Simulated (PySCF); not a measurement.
**Sc²⁺ (scandium, charge +2): UHF calculation**

Configuration: [Ar] 3d1, 2D determinant. All numbers are calculated (PySCF 2.14, scalar relativity by spin-free X2C-1e, in aug-cc-pVDZ-DK (7s6p4d2f, 59 functions)).

* Total energy: -762.635632 hartree
* One-electron energy: -1033.2487 hartree
* Hartree (Coulomb) energy: 308.6924 hartree
* Exchange energy: -38.0793 hartree
* ⟨S²⟩: 0.7513
* ⟨L²⟩: 6.014
* Sum of ⟨r⟩: 13.38 bohr
* Sum of ⟨r²⟩: 16.27 bohr²
* Traceless quadrupole moment −½Σ⟨3z² − r²⟩ along its main axis: 0.822 e·bohr²
* Langevin diamagnetic susceptibility: -12.9 ×10⁻⁶ cm³/mol

```
shell  electrons  mean orbital energy (eV)  spread (eV)  rms radius, mean of both spins (bohr)
 1s β          1                   -4555.2            0                                 0.0844
 1s α          1                   -4555.2            0                                 0.0844
 2s α          1                   -539.81            0                                  0.370
 2s β          1                   -539.43            0                                  0.370
 2p α          3                   -442.60        0.077                                  0.340
 2p β          3                   -442.20        0.554                                  0.340
 3s α          1                   -86.413            0                                   1.15
 3s β          1                   -84.827            0                                   1.15
 3p α          3                   -59.089        1.053                                   1.27
 3p β          3                   -57.094        1.609                                   1.27
 3d α          1                   -24.705            0                                   1.73
```

Densities and radii are taken from the X2C orbitals without a picture-change correction, which distorts them close to the nucleus.

Spin-orbit constants ζ (cm⁻¹) from the X2C one-electron operator on these orbitals: bare nucleus, nucleus screened by l(l+1)(2l+1)/3 electrons, and screened by the Breit-Pauli mean field of the electrons.

| shell | bare | screened nucleus | mean field |
| --- | --- | --- | --- |
| 2p | 26930 | 24360 | 23200 |
| 3p | 2775 | 2511 | 2371 |
| 3d | 195.2 | 102.2 | 85.81 |

To first order the Landé constant is A = 85.81 cm⁻¹, so the lowest level has J = 3/2 and lies 0.0160 eV below the centre of the term.
